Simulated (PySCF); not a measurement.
# Quadrupolar nuclei of `C=Cc1ccc(C#N)c(C)p1` in NMR

Species: C₉H₈NP.
Geometry (GFN2-xTB, Å), atoms numbered from 1 in this order:
```
atom  x, y, z in Å
C1     3.767    0.137   -0.158
C2     2.681   -0.593   -0.390
C3     1.294   -0.210   -0.166
C4     0.935    1.045    0.317
C5    -0.364    1.444    0.544
C6    -1.467    0.617    0.310
C7    -2.747    1.153    0.589
N8    -3.780    1.596    0.819
C9    -1.381   -0.687   -0.175
C10   -2.638   -1.480   -0.383
P11    0.130   -1.466   -0.557
H12    3.731    1.137    0.237
H13    4.750   -0.251   -0.361
H14    2.803   -1.596   -0.786
H15    1.720    1.758    0.527
H16   -0.553    2.439    0.923
H17   -3.180   -1.591    0.557
H18   -2.409   -2.470   -0.773
H19   -3.302   -0.971   -1.083
```

Computed at PBE0/pcSseg-1 (PySCF, non-relativistic):

```json
{"atom": "N8", "environment": "nitrile nitrogen", "nucleus": "14N", "spin I": "1", "Q (b)": "0.02044", "CQ = χzz (MHz)": "-4.665", "η": "0.054"}
```

Problem. Work back to Vxx, Vyy and Vzz; CQ/MHz = 234.96 (Q/b)(Vzz/au).

Solution. The tensor is traceless, so η fixes the two smaller values:

| atom | Vxx (au) | Vyy (au) | Vzz (au) | Vzz (10²¹ V/m²) |
| --- | --- | --- | --- | --- |
| N8 | 0.459 | 0.512 | -0.971 | -9.44 |

Problem. PQ = |CQ|√(1 + η²/3), νQ = 3|CQ|/[2I(2I − 1)], ν0 = |g|·7.62259 MHz/T·B with g(14N) = 0.40376: values at 18.8 T?

Solution. 
| atom | PQ (MHz) | νQ (MHz) | ν0 (MHz) | νQ/ν0 |
| --- | --- | --- | --- | --- |
| N8 | 4.667 | 6.997 | 57.86 | 0.121 |

For N8: PQ = 4.665 × 1.0005, νQ = 4.665 × 1.5000, ν0 = 3.0777 MHz/T × 18.8 T.

Problem. First-order 14N doublet splittings with the field along y and x of the gradient, (3/4)|CQ|(1 ± η)?

Solution. N8: 3.688 and 3.309 MHz.

Problem. Take a correlation time of 5 ps, isotropic tumbling and extreme narrowing. What quadrupolar relaxation rates and linewidths follow?

Solution. Rate = (3π²/10) PQ² τc (2I + 3)/[I²(2I − 1)], the same for T1 and T2; width = rate/π.

| site | spin factor (2I + 3)/[I²(2I − 1)] | 1/T1 (s⁻¹) | T1 (ms) | linewidth (Hz) |
| --- | --- | --- | --- | --- |
| 14N at N8 | 5.000 | 1610 | 0.62 | 513 |

One conformer (not necessarily the lowest) at the GFN2-xTB geometry, without solvent, vibrations or thermal averaging. GFN2-xTB bond lengths can be off by several hundredths of an ångström, more for odd bonds, and the gradients follow them. With a basis this small, the couplings can be 20 % off.
